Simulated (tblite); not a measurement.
Record of a relaxation.

Compound: C2H5N3SSi2.
Numbering: `[N:1]#[C:2][SiH2:3][Si@:4]([NH2:5])([SH:6])[C:7]#[N:8]` (hydrogens: H9, H10 on Si3; H11, H12 on N5; H13 on S6)

Computed with GFN2-xTB (tblite), gas phase: L-BFGS steps from a force-field or distance-geometry start until the largest atomic force falls under 0.01 eV/Å. 8 of its 158 geometries are shown.

Step 0: E = -604.0536 eV, largest atomic force 2.561 eV/Å
```
atom  x, y, z in Å  |  force x, y, z in eV/Å
N1     -3.047   -0.242   -1.391   -0.477  -0.265  -0.646
C2     -2.336    0.110   -0.572   -0.187   0.040   0.098
Si3    -1.165    0.639    0.725   -0.611   1.066   1.582
Si4     0.871    0.051    0.058   -0.215  -1.855  -1.752
N5      0.868   -0.558   -1.618   -0.657  -0.672   1.023
S6      1.444   -1.582    1.337    0.131  -1.094   0.649
C7      2.038    1.418    0.314    1.200   0.726   0.070
N8      2.784    2.272    0.485   -0.212  -0.065   0.008
H9     -1.242    2.095    0.907   -0.224  -0.062  -0.124
H10    -1.505   -0.001    2.008   -0.214  -0.007  -0.201
H11     0.807   -1.620   -1.640    0.023   1.846  -0.332
H12     0.100   -0.112   -2.150    0.808  -0.761   0.100
H13     0.378   -2.470    1.519    0.634   1.104  -0.475
```

Step 22: E = -604.7052 eV, largest atomic force 0.128 eV/Å
```
atom  x, y, z in Å  |  force x, y, z in eV/Å
N1     -3.023   -0.215   -1.365   -0.066  -0.023  -0.076
C2     -2.387    0.159   -0.489   -0.045   0.008   0.002
Si3    -1.250    0.718    0.877   -0.008   0.040   0.053
Si4     0.798   -0.055    0.092   -0.046  -0.037  -0.023
N5      0.761   -0.641   -1.515   -0.010   0.004  -0.059
S6      1.631   -1.657    1.290    0.032   0.004   0.025
C7      2.066    1.312    0.269   -0.029  -0.102   0.003
N8      2.793    2.180    0.432    0.074   0.100  -0.008
H9     -1.408    2.170    0.937    0.030   0.025  -0.012
H10    -1.788    0.091    2.087    0.016  -0.025   0.019
H11     1.010   -1.579   -1.777    0.087  -0.060   0.072
H12     0.306   -0.167   -2.274   -0.038   0.091   0.009
H13     0.487   -2.315    1.418    0.002  -0.026  -0.004
```

Step 45: E = -604.7368 eV, largest atomic force 0.140 eV/Å
```
atom  x, y, z in Å  |  force x, y, z in eV/Å
N1     -3.210   -0.120   -1.336   -0.012   0.018   0.015
C2     -2.511    0.211   -0.490    0.021  -0.016  -0.024
Si3    -1.298    0.713    0.837    0.036  -0.025  -0.013
Si4     0.765   -0.085    0.132   -0.007   0.032  -0.023
N5      0.663   -0.738   -1.452   -0.030   0.096   0.071
S6      1.644   -1.625    1.380   -0.001   0.009  -0.002
C7      2.053    1.274    0.284    0.011  -0.035  -0.035
N8      2.821    2.122    0.325   -0.004   0.025   0.028
H9     -1.364    2.172    0.886   -0.016   0.030   0.009
H10    -1.806    0.104    2.068   -0.028   0.003   0.025
H11     1.336   -1.411   -1.777    0.095  -0.094  -0.042
H12     0.312   -0.189   -2.220   -0.053  -0.024   0.005
H13     0.590   -2.426    1.345   -0.011  -0.019  -0.014
```

Step 67: E = -604.7465 eV, largest atomic force 0.066 eV/Å
```
atom  x, y, z in Å  |  force x, y, z in eV/Å
N1     -3.227   -0.074   -1.332    0.017   0.007   0.002
C2     -2.507    0.238   -0.496   -0.019  -0.010  -0.024
Si3    -1.292    0.727    0.834    0.002   0.001  -0.011
Si4     0.768   -0.076    0.130    0.026  -0.016   0.017
N5      0.691   -0.767   -1.435    0.010  -0.051   0.013
S6      1.636   -1.603    1.406   -0.029   0.007  -0.016
C7      2.058    1.279    0.282    0.038   0.051   0.019
N8      2.818    2.131    0.370   -0.033  -0.032  -0.009
H9     -1.365    2.187    0.885    0.004   0.013   0.008
H10    -1.818    0.120    2.058   -0.003  -0.001   0.015
H11     1.432   -1.356   -1.787   -0.031   0.024   0.001
H12     0.168   -0.348   -2.185   -0.009   0.011  -0.018
H13     0.633   -2.456    1.251    0.027  -0.004   0.005
```

Step 90: E = -604.7497 eV, largest atomic force 0.013 eV/Å
```
atom  x, y, z in Å  |  force x, y, z in eV/Å
N1     -3.156   -0.027   -1.400   -0.003   0.001  -0.008
C2     -2.473    0.273   -0.530    0.000   0.002  -0.001
Si3    -1.296    0.741    0.842   -0.001  -0.008   0.001
Si4     0.762   -0.090    0.162   -0.002   0.007  -0.003
N5      0.643   -0.803   -1.393    0.001  -0.005   0.012
S6      1.669   -1.594    1.434    0.006   0.001   0.004
C7      2.039    1.281    0.285   -0.005  -0.003  -0.003
N8      2.783    2.148    0.360    0.007   0.005  -0.004
H9     -1.350    2.203    0.892    0.006  -0.006   0.009
H10    -1.861    0.144    2.054   -0.004  -0.001   0.001
H11     1.397   -1.345   -1.785    0.003  -0.006   0.004
H12     0.071   -0.402   -2.117   -0.004   0.006  -0.006
H13     0.767   -2.530    1.180   -0.005   0.007  -0.005
```

Step 112: E = -604.7513 eV, largest atomic force 0.033 eV/Å
```
atom  x, y, z in Å  |  force x, y, z in eV/Å
N1     -3.119    0.038   -1.449    0.018   0.019   0.020
C2     -2.455    0.316   -0.556   -0.017  -0.006  -0.023
Si3    -1.307    0.730    0.858   -0.009   0.001   0.013
Si4     0.760   -0.077    0.174    0.002  -0.005  -0.003
N5      0.627   -0.825   -1.363    0.002  -0.004  -0.008
S6      1.678   -1.568    1.453   -0.011  -0.008   0.000
C7      2.036    1.298    0.251    0.006   0.008   0.004
N8      2.787    2.162    0.290   -0.014  -0.012  -0.002
H9     -1.361    2.188    0.981    0.000  -0.016  -0.003
H10    -1.900    0.076    2.028    0.009   0.005  -0.006
H11     1.373   -1.391   -1.740   -0.004   0.006  -0.002
H12     0.070   -0.424   -2.099    0.001  -0.003  -0.001
H13     0.806   -2.521    1.155    0.016   0.016   0.012
```

Step 135: E = -604.7581 eV, largest atomic force 0.132 eV/Å
```
atom  x, y, z in Å  |  force x, y, z in eV/Å
N1     -2.966    0.569   -1.635   -0.069  -0.015  -0.112
C2     -2.382    0.595   -0.650    0.048   0.019   0.065
Si3    -1.346    0.628    0.899    0.049  -0.003   0.017
Si4     0.739   -0.102    0.177   -0.021   0.017   0.015
N5      0.589   -0.980   -1.289   -0.062   0.012  -0.042
S6      1.802   -1.415    1.537    0.004  -0.022  -0.002
C7      1.939    1.340    0.098   -0.004  -0.009   0.008
N8      2.658    2.231    0.058    0.001   0.021  -0.010
H9     -1.370    2.023    1.341    0.000  -0.002   0.010
H10    -2.045   -0.240    1.850    0.005  -0.003   0.003
H11     1.356   -1.516   -1.665    0.022  -0.004   0.002
H12    -0.020   -0.660   -2.025    0.030  -0.010   0.035
H13     1.044   -2.473    1.286   -0.001  -0.001   0.012
```

Step 157: E = -604.7602 eV, largest atomic force 0.009 eV/Å
```
atom  x, y, z in Å  |  force x, y, z in eV/Å
N1     -2.894    0.769   -1.672   -0.004  -0.004  -0.006
C2     -2.337    0.708   -0.672    0.007   0.002   0.006
Si3    -1.348    0.580    0.906    0.003   0.001  -0.001
Si4     0.741   -0.115    0.171    0.000   0.001   0.006
N5      0.580   -1.030   -1.271    0.000   0.001  -0.001
S6      1.857   -1.379    1.536   -0.003  -0.001   0.001
C7      1.898    1.358    0.037   -0.001  -0.001  -0.001
N8      2.577    2.277   -0.050   -0.003  -0.002  -0.001
H9     -1.380    1.920    1.493    0.003   0.002   0.002
H10    -2.079   -0.373    1.745   -0.003  -0.003   0.000
H11     1.349   -1.573   -1.633    0.001   0.001  -0.006
H12    -0.021   -0.717   -2.017    0.002  -0.001   0.000
H13     1.054   -2.425    1.409    0.000   0.003   0.000
```

Question: Summarise the path.

Answer: The energy falls by 0.7065 eV from step 0 to step 157; nine tenths of that is first reached at step 16. It rises by more than 0.2 meV at steps 2 and 134. The largest force goes from 2.561 to 0.009 eV/Å. Among the bonds Si3–Si4 changes most, from 2.221 to 2.321 Å; the atoms move by 0.609 Å rms after alignment.

Question: Follow the three bonds and two angles with the largest change from start to end.

Answer: 
```csv
step,E above end (eV),largest force (eV/Å),Si3–Si4 (Å),S6–H13 (Å),Si4–N5 (Å),Si4–S6–H13 (°),Si4–N5–H12 (°)
0,0.7065,2.561,2.221,1.399,1.784,110.9,109.7
7,0.1652,0.495,2.318,1.332,1.733,96.8,120.0
14,0.0827,0.330,2.308,1.324,1.712,93.1,120.0
20,0.0597,0.151,2.336,1.327,1.711,94.1,122.4
27,0.0505,0.059,2.332,1.327,1.711,95.5,124.1
34,0.0451,0.109,2.322,1.327,1.710,95.9,123.9
41,0.0272,0.132,2.317,1.327,1.714,95.3,121.7
48,0.0206,0.052,2.319,1.326,1.715,95.4,121.0
55,0.0162,0.045,2.324,1.325,1.715,95.3,121.8
61,0.0146,0.059,2.321,1.325,1.715,94.9,122.0
68,0.0133,0.044,2.321,1.326,1.714,94.8,122.4
75,0.0125,0.082,2.319,1.325,1.714,94.7,122.0
82,0.0113,0.102,2.322,1.325,1.715,95.2,121.8
89,0.0105,0.016,2.322,1.325,1.714,95.3,121.8
96,0.0102,0.023,2.321,1.326,1.715,95.1,121.6
102,0.0100,0.013,2.320,1.324,1.714,94.9,121.6
109,0.0091,0.024,2.323,1.325,1.714,94.8,121.3
116,0.0085,0.028,2.322,1.325,1.715,94.7,121.8
123,0.0073,0.050,2.321,1.325,1.715,94.6,121.0
130,0.0059,0.074,2.323,1.321,1.717,94.6,120.8
137,0.0012,0.050,2.322,1.325,1.716,94.9,120.7
143,0.0006,0.021,2.321,1.324,1.716,95.2,120.9
150,0.0001,0.020,2.321,1.325,1.716,95.0,120.8
157,0.0000,0.009,2.321,1.325,1.716,95.0,120.8
```

What follows is the cost of the whole relaxation. The run took 1.4 s wall on one thread of an Arm Neoverse V1, no GPU (shared host).
